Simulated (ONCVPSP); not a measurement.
Plane-wave convergence, ONCV potential for sulfur (S)

ONCVPSP 4.0.1 input, shortened (lines: element, Z, core and valence counts, functional; n l f; lmax; l rc ep ncon nbas qcut; lloc lpopt rc5 dvloc0; l nproj debl; icmod fcfact rcfact), PBE, scalar-relativistic:

```
  S 16.00    1    4        4      upf
    1    0    2.00
    2    0    2.00
    2    1    6.00
    3    0    2.00
    3    1    3.00
    1
    0    0.65    0.00    4    7   20.60
    1    0.85    0.00    4    9   12.60
    4    5    0.60   -1.00
    0    2    3.10
    1    3    0.60
    3    4.75    1.70
```

In the p channel the program set the typed energies aside and used -6.184, -0.617, 0.250 Ha.

**Question.** For each optimised wave give the share of its norm inside rc, the residual kinetic energy above qcut (Ha) and the cutoffs (Ha) for errors of 10, 1, 0.1 and 0.01 mHa per electron.

**Answer.**

| wave | norm inside rc | residual KE | 10 mHa | 1 mHa | 0.1 mHa | 0.01 mHa |
| --- | --- | --- | --- | --- | --- | --- |
| 2s | 0.822 | 3.1e-07 | 102.4 | 136.0 | 161.8 | 182.2 |
| 3s | 0.045 | 1.5e-07 | 71.1 | 118.1 | 152.9 | 178.9 |
| 2p | 0.947 | 3.8e-03 | 72.9 | 218.6 | 384.0 | 515.0 |
| 3p | 0.050 | 2.0e-03 | 67.9 | 86.7 | 305.9 | 474.4 |
| p projector 3 | 0.022 | 1.0e-03 | 61.7 | 79.5 | 177.1 | 560.9 |

The occupied waves need 219 Ha and 384 Ha for 1 and 0.1 mHa.
